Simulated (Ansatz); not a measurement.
Ideal-gas functions of CH3F2NSi, SMILES `FC(F)=N[SiH3]` at 400 K and 1 bar, from an Ansatz frequency run at PBE0-D4/def2-TZVP.

Molar mass 95.12 g/mol, point group Cs (symmetry number 1), electronic degeneracy 1, moments of inertia 49.013, 224.62, 267.693 u Å². Harmonic wavenumbers (cm⁻¹, unscaled): 63, 133, 166, 475, 577, 697, 708, 749, 772, 942, 951, 952, 1076, 1247, 1912, 2227, 2254, 2255.

Use S(trans) = R[1.5 ln M + 2.5 ln T − 1.1517]; rotational temperatures θ = 24.2544 K / I; S(rot) = R[ln(√π/σ · √(T³/θAθBθC)) + 1.5]; for each mode x = 1.438777 ν̃/T, S = R[x/(eˣ − 1) − ln(1 − e⁻ˣ)] and H = RT x/(eˣ − 1); 1 cm⁻¹ = 0.0119627 kJ/mol; R = 8.31446 J/(mol·K).

**Question.** By hand: the entropy, in J/(mol·K).

**Answer.** Translation 171.8. Rotation: θ = 0.4949, 0.108, 0.0906 K, giving 114.1. Vibration, mode by mode: 20.68, 14.52, 12.72, 4.80, 3.59, 2.56, 2.48, 2.21, 2.07, 1.27, 1.24, 1.23, 0.86, 0.52, 0.07, 0.02, 0.02, 0.02, in all 70.9. Electronic 0.0. Sum 356.8 J/(mol·K).

**Question.** By hand: H − E and G − E in kJ/mol, counted from the electronic energy.

**Answer.** Zero-point energy ½ × 18156 × 0.0119627 = 108.6; thermal vibration 14.6; translation, rotation and pV give 4 RT = 13.3. H − E = 136.5 kJ/mol, and G − E = 136.5 − 400 × 356.8/1000 = -6.2 kJ/mol.

Vibration gives 20 % of the entropy, 35.2 J/(mol·K) of it from the modes under 150 cm⁻¹: soft modes count most, and the harmonic formula is weakest for them.
